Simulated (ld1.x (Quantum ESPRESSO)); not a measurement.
Before and after: TM potential for chlorine (Cl)

ld1.x (Quantum ESPRESSO) 7.5 input, shortened:

```
&input
   title='Cl', zed=17., rel=1, dft='PZ', iswitch=3,
   config='[Ne] 3s2 3p3.5 3d-2'
 /
 &inputp
   pseudotype=2, tm=.true., lloc=2,
   nlcc=.false.
 /
3
3S  1  0   2.00   0.00  0.90  0.90  0.0
3P  2  1   3.50   0.00  1.00  1.00  0.0
3D  3  2  -2.00   0.20  1.05  1.05  0.0
 &test
   configts(1)='3s2 3p3.5'
 /
```

Change: wave 3p (bound): rc 1.00 bohr becomes 3p (bound): rc 1.28 bohr.

Cutoffs: the cutoffs (Ry, on a coarse ladder) from which the occupation-weighted sum of valence levels, in a spherical-Bessel basis at the reference potential, stays within 10 and 1 mRy of its value at 400 Ry; they do not see the model core or the augmentation charge, which bear on the density cutoff. Errors are all-electron minus pseudo energies relative to the spin-unpolarised reference configuration.

Question: Predict the effect on cutoff, ghosts and configuration errors.

Answer: The potential gets softer (140 Ry and 300 Ry → 110 Ry and 300 Ry); both files keep a bound ghost (s); of the 9 tests that both files solve, the error grows in 2 and shrinks in 4 by more than 15 % and 0.3 meV (median size 16.7 → 13.8 meV). A larger radius leaves more room for a smooth pseudo-wave, so fewer plane waves are needed.

| quantity | base | changed |
| --- | --- | --- |
| cutoff, loose | 140 Ry | 110 Ry |
| cutoff, tight | 300 Ry | 300 Ry |
| loose cutoff by channel (10 mRy a level) | s 100 Ry, p 100 Ry | s 100 Ry, p 15 Ry |
| bound ghosts | s | s |
| error for 3s2 3p5, meV [ΔE -25.20 eV] | -34 | -28 |
| error for 3s2 3p4, meV [ΔE -11.23 eV] | -4.2 | -3.3 |
| error for 3s2 3p3, meV [ΔE 14.30 eV] | -5.6 | -5.2 |
| error for 3s1 3p5, meV [ΔE 1.36 eV] | +12 | +16 |
| error for 3s2 3p4.5, meV [ΔE -19.57 eV] | -17 | -14 |
| error for 3s1 3p6, meV [ΔE -13.15 eV] | +10 | +12 |
| error for 3s2 3p2, meV [ΔE 52.69 eV] | -47 | -41 |
| error for 3s2 3p3.5 (spin-polarised), meV [ΔE -1.50 eV] | +162 | +170 |
| error for 3s2 3p5 (spin-polarised), meV [ΔE -25.39 eV] | -18 | -11 |

 A true bound ghost makes a file unfit for plane-wave use even where its test errors are small: the radial tests pick states by their node count and pass the ghost by.
